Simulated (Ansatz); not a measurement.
Input for Ansatz (a quantum-chemistry and plane-wave program): U-CCSD(T)/6-31G on PO, 2S+1 = 2, a point of a bond scan (R = 1.628 Å).

Ansatz 0.2 input:
```yaml
crystal:
  periodic: [false, false, false]
  atoms:
    - {symbol: P, position_ang: [-0.00000000, -0.00000000, -0.51471869]}
    - {symbol: O, position_ang: [0.00000000, 0.00000000, 1.11307917]}
basis:
  gaussian:
    orbitals: 6-31G
magnetization: {spin_polarized: true, initial_magnetization: 1}
correlation: {method: ccsd_t, electrons: outside_noble_gas}
scf: {omitted_lower_state_checks: [cluster_reference]}
```

Output:

```
WARN ansatz: RAYON_NUM_THREADS=2 ignored (pool sized by the plan → 2); use --threads N
Functional definition: HF
these checks for a lower state are left out or cut short: cluster_reference
integrals: 0.00 GiB planned
215 factors; integrals over basis functions are off by at most 1.5e-4 eV
mean field: 0.05 GiB planned
mean field evaluation 1: about -11301.3908 eV, gradient 2.7e1 eV
mean field evaluation 2: about -11301.4766 eV, gradient 2.7e1 eV
mean field evaluation 4: about -11304.9319 eV, gradient 1.3e0 eV
mean field evaluation 8: about -11304.9642 eV, gradient 1.6e-1 eV
mean field evaluation 16: about -11305.3038 eV, gradient 1.2e0 eV
mean field evaluation 32: about -11305.6256 eV, gradient 5.2e-1 eV
mean field evaluation 64: about -11305.7504 eV, gradient 3.0e-2 eV
mean field evaluation 96: about -11305.3483 eV, gradient 9.6e-7 eV
mean field evaluation 128: about -11303.6846 eV, gradient 4.6e-1 eV
mean field evaluation 160: about -11304.9668 eV, gradient 1.3e-1 eV
mean field -11305.75215051 eV, -415.4787282171 hartree, gradient 7.0e-6 eV, S^2 1.448648; 10 other end points of the search recorded, 0 dependent functions left out
6 core orbitals not correlated
reference -11305.75215051 eV, -415.4787282171 hartree; 6, 5 occupied and 10, 11 virtual orbitals, 215 factors
second order -3.63235394 eV of doubles, -0.00000000 eV of singles
coupled cluster: 0.05 GiB planned
cycle   1  -3.71597995 eV  change   -8.4e-2 eV  update   1.2e-1
cycle   2  -4.09520012 eV  change   -3.8e-1 eV  update   6.8e-2
cycle   3  -4.51366355 eV  change   -4.2e-1 eV  update   6.2e-2
cycle   4  -4.81100219 eV  change   -3.0e-1 eV  update   3.8e-2
cycle   5  -4.82990889 eV  change   -1.9e-2 eV  update   1.4e-2
cycle   6  -4.90733082 eV  change   -7.7e-2 eV  update   9.3e-3
cycle   7  -4.89756756 eV  change    9.8e-3 eV  update   5.4e-3
cycle   8  -4.91861899 eV  change   -2.1e-2 eV  update   3.2e-3
cycle   9  -4.91476817 eV  change    3.9e-3 eV  update   1.9e-3
cycle  10  -4.91595042 eV  change   -1.2e-3 eV  update   1.1e-3
cycle  11  -4.91732444 eV  change   -1.4e-3 eV  update   4.7e-4
cycle  12  -4.91724854 eV  change    7.6e-5 eV  update   2.6e-4
cycle  13  -4.91694312 eV  change    3.1e-4 eV  update   1.3e-4
cycle  14  -4.91694833 eV  change   -5.2e-6 eV  update   5.7e-5
cycle  15  -4.91698647 eV  change   -3.8e-5 eV  update   2.2e-5
cycle  16  -4.91699264 eV  change   -6.2e-6 eV  update   1.0e-5
coupled cluster: 0.05 GiB planned
perturbative correction -0.13971937 eV, -0.0051345923 hartree
Total energy: -11310.80886252 eV, -415.6645589560 hartree
Checks for a lower state left out: cluster_reference
```

The calculation finished and met its thresholds. Its determinant has ⟨S²⟩ = 1.45, a mixture of spin states.

Cost: very roughly 1.3 core-seconds.
